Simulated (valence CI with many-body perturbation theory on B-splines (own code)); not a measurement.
# Questions on Tb42+

Method: valence CI with perturbative core correlation (CI+MBPT): five valence electrons over a frozen Dirac-Fock core [Ar], radial functions for each j: 7 s, 7 p, 8 d, 6 f, 4 g, 1 h, with the one-electron correlation potential Σ1, the two-electron term Σ2, the three-electron term Σ3, Breit, model QED; selected CI, second order for the rest (own B-spline code, finite nucleus).

The last digits are not significant, and no measured levels were compared; by estimate large intervals hold to a few tenths of a per cent, small ones and those within an open d or f shell to about a per cent. Only levels of the ground parity were solved; by the run's estimate the other parity begins above the list, which can be wrong where configurations are misplaced.

Levels are named by their leading jj configuration (3d3/2^4 stands for four electrons in 3d with j = 3/2), which in mixed levels can hold well under half, so a name can repeat and another be missing.

Rates and lifetimes use the calculated energies. Strong lines usually hold to 10 to 20 %, long lifetimes can be off by a factor of two.

Task: What is the ground level?

Result: (3d3/2^4 3d5/2) J=5/2, composition 29 % 3d5 4P + 21 % 3d5 2D + 17 % 3d5 6S, g = 1.377.

Task: What is the ionisation energy?

Result: 3300.9 eV; NIST lists 3300 ± 4 eV (theoretical).

Task: How well does LS coupling describe the low levels?

Result: Among the lowest 20 levels the leading LS term, summed over configurations, holds 49 % on average. For single configurations the figures are 49 % in LS and 94 % in jj coupling. Terms mix most in the J = 5/2 level at 0 cm⁻¹, where the leading one holds 29 %.
